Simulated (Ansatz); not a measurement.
Name a neutral molecule of B, Br, Si and H with LUMO energy (PBE/def2-TZVPP) between -4.00 and -3.70 eV and HOMO energy (B3LYP/def2-TZVPP) between -7.85 and -7.55 eV (Ansatz, PBE0-D4/def2-TZVP geometry).

`B[SiH2]Br` (-3.81 eV, -7.81 eV). Other molecules can fit too; these were computed, each in one conformer that needn't be the lowest.

B3LYP here is the variant with VWN-RPA as its local correlation; programs differ in this.
